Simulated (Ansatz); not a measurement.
Total energies of the cluster SiS3⁻ (the lowest doublet isomer of a short search) from Ansatz at PBE0-D4/def2-TZVPD, gas phase (1 Eh = 27.2114 eV = 2625.5 kJ/mol). The reference geometry is relaxed at PBE-D4/def2-TZVPD.

Cartesian coordinates in Å:
```
Si 0.000 0.000 0.000
S 1.348 -1.114 -1.037
S 0.628 1.588 1.104
S -1.976 -0.473 -0.067
```

```
            state                      geometry  energy (Eh)
charge -1 doublet                     reference  -1483.75392
 charge 0 triplet                     reference  -1483.59354
charge -1 quartet  relaxed at PBE-D4/def2-TZVPD  -1483.66900
```

(1) Work out the vertical ionisation energy to the triplet.

(2) Which of the charge -1 states is lowest, and how far above it are the others?

(1) E(charge 0 triplet) − E(charge -1 doublet) = -1483.59354 − (-1483.75392) = 0.16038 Eh = 4.36 eV. For comparison, −ε of the highest occupied level of the spin that leaves is 2.62 eV at this level, 1.74 eV less.

(2) The doublet. quartet: -1483.66900 − (-1483.75392) = 0.08492 Eh = 223.0 kJ/mol.

The structure comes from a short search, and lower isomers may exist.
